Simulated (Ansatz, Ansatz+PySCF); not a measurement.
```xyz
5

C     0.0000    0.0000    0.0000
F     0.7596    0.7596    0.7596
F     0.7596   -0.7596   -0.7596
F    -0.7596    0.7596   -0.7596
F    -0.7596   -0.7596    0.7596
```

Basis set: def2-SVP (spherical functions). Left uncorrelated: 5 orbitals. Charge 0, multiplicity 1.

Computed with Ansatz (development build ahead of 0.2.0); each method stands on the lowest determinant of its kind that the runs found. Restricted open shells among the atoms or ions are ROHF, correlated in semicanonical orbitals with singles. Restricted functionals stand beside restricted open-shell atoms, which can lie above the unrestricted atoms usual in DFT and then raise those values.

(1) Give the atomization energy at this shape (free ground-state atoms in the same class of orbitals less the molecule, no zero-point energy) of singlet CF₄ by ωB97X (restricted), ωB97X (unrestricted), r²SCAN (restricted), r²SCAN (unrestricted), PBE (restricted), PBE (unrestricted), PBE0 (restricted), PBE0 (unrestricted), RHF-CCSD(T), RHF-CCSD, RHF-MP2, RHF, UHF.

## Answers

(1)

```csv
method,atomization energy
ωB97X (restricted),21.68 eV
ωB97X (unrestricted),21.44 eV
r²SCAN (restricted),21.82 eV
r²SCAN (unrestricted),21.51 eV
PBE (restricted),22.88 eV
PBE (unrestricted),22.72 eV
PBE0 (restricted),21.65 eV
PBE0 (unrestricted),21.43 eV
RHF-CCSD(T),19.77 eV
RHF-CCSD,19.47 eV
RHF-MP2,20.93 eV
RHF,14.48 eV
UHF,13.98 eV
```
